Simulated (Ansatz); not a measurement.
Reaction (formal exchange of groups at a C–C bond): `CCCCCCCCCCO` + `CCCl` → `OCCCCl` + `CCCCCCCCC`

Isolated molecules relaxed with PBE0-D4/def2-TZVP in Ansatz; ΔE leaves out vibrations. CCSD(T)/CBS adds triple-zeta CCSD(T) − MP2 to the extrapolated MP2 energy (def2 sets, frozen cores). DFT in def2-TZVPP. Each species was taken in one conformer, which may not be the lowest.

`CCCCCCCCCCO`:

```xyz
33

C    -0.499   -2.814    1.746
C    -0.720   -1.651    2.700
C    -0.726   -0.289    2.018
C    -1.906   -0.069    1.084
C    -1.946    1.318    0.451
C    -0.741    1.665   -0.416
C    -0.554    0.738   -1.607
C     0.600    1.131   -2.525
C     1.974    1.135   -1.866
C     2.390   -0.216   -1.316
O     3.670   -0.197   -0.720
H     0.441   -2.696    1.198
H    -0.450   -3.764    2.284
H    -1.303   -2.897    1.011
H     0.067   -1.661    3.462
H    -1.665   -1.790    3.238
H     0.216   -0.169    1.470
H    -0.731    0.498    2.782
H    -1.908   -0.830    0.297
H    -2.834   -0.223    1.648
H    -2.856    1.405   -0.154
H    -2.036    2.067    1.246
H     0.163    1.667    0.201
H    -0.853    2.692   -0.782
H    -0.411   -0.290   -1.260
H    -1.479    0.725   -2.195
H     0.405    2.128   -2.935
H     0.618    0.449   -3.383
H     2.718    1.453   -2.608
H     2.016    1.870   -1.057
H     1.707   -0.537   -0.526
H     2.336   -0.974   -2.113
H     4.298    0.124   -1.372
```

`CCCl`:

Cartesian coordinates in Å:
```
C 0.567 0.130 -0.545
C -0.598 -0.022 0.398
Cl -0.188 -1.085 1.777
H 0.284 0.784 -1.375
H 0.868 -0.835 -0.955
H 1.427 0.571 -0.038
H -1.460 -0.475 -0.090
H -0.901 0.932 0.828
```

`OCCCCl`:

Z-matrix (Å, degrees):
```
C
C 1 1.511
O 1 1.413 2 107.6
H 1 1.096 2 109.7 3 121.3
H 1 1.101 2 109.5 3 -120.7
C 2 1.509 1 113.8 3 175.6
H 2 1.093 1 109.4 3 -60.7
H 2 1.096 1 108.5 3 55.8
H 3 0.959 1 108.6 2 173.5
Cl 6 1.791 2 112.4 1 64.7
H 6 1.089 2 111.2 1 -176.5
H 6 1.091 2 111.8 1 -54.7
```

`CCCCCCCCC`:

Z-matrix (Å, degrees):
```
C
C 1 1.520
H 1 1.093 2 111.8
H 1 1.092 2 111.2 3 -120.0
H 1 1.094 2 111.1 3 120.0
C 2 1.525 1 113.9 3 -64.3
H 2 1.095 1 109.2 3 174.3
H 2 1.095 1 109.5 3 59.0
C 6 1.524 2 115.2 1 58.7
H 6 1.096 2 108.8 1 -178.7
H 6 1.096 2 108.8 1 -63.6
C 9 1.519 6 114.3 2 59.2
H 9 1.096 6 108.7 2 -178.9
H 9 1.096 6 109.8 2 -63.8
C 12 1.522 9 112.9 6 176.0
H 12 1.093 9 109.9 6 -61.1
H 12 1.098 9 109.4 6 54.6
C 15 1.530 12 114.6 9 176.3
H 15 1.096 12 108.1 9 -61.2
H 15 1.098 12 109.4 9 53.2
C 18 1.525 15 115.0 12 -94.3
H 18 1.097 15 109.2 12 29.1
H 18 1.094 15 109.3 12 144.4
C 21 1.520 18 115.3 15 60.5
H 21 1.097 18 108.6 15 -62.3
H 21 1.095 18 108.5 15 -176.9
H 24 1.093 21 110.9 18 176.2
H 24 1.094 21 111.3 18 56.3
H 24 1.093 21 111.8 18 -64.1
```

```json
{"species": "`CCCCCCCCCCO`", "r2SCAN-D4 energy (Eh)": "-469.43657"}
{"species": "`CCCl`", "r2SCAN-D4 energy (Eh)": "-539.38743"}
{"species": "`OCCCCl`", "r2SCAN-D4 energy (Eh)": "-653.90363"}
{"species": "`CCCCCCCCC`", "r2SCAN-D4 energy (Eh)": "-354.91754"}
```

(1) Work out ΔE.

Largest T1 diagnostic among the species: 0.009.

Results:

(1) ΔE = (-653.90363) + (-354.91754) − (-469.43657) − (-539.38743) = 0.00283 Eh = +1.8 kcal/mol. CCSD(T)/CBS gives +1.9 kcal/mol.

In def2-TZVPP, CCSD(T) changes the Hartree–Fock value by +1.2 kcal/mol (the triples alone add +0.2 kcal/mol) and MP2 by +1.2 kcal/mol.
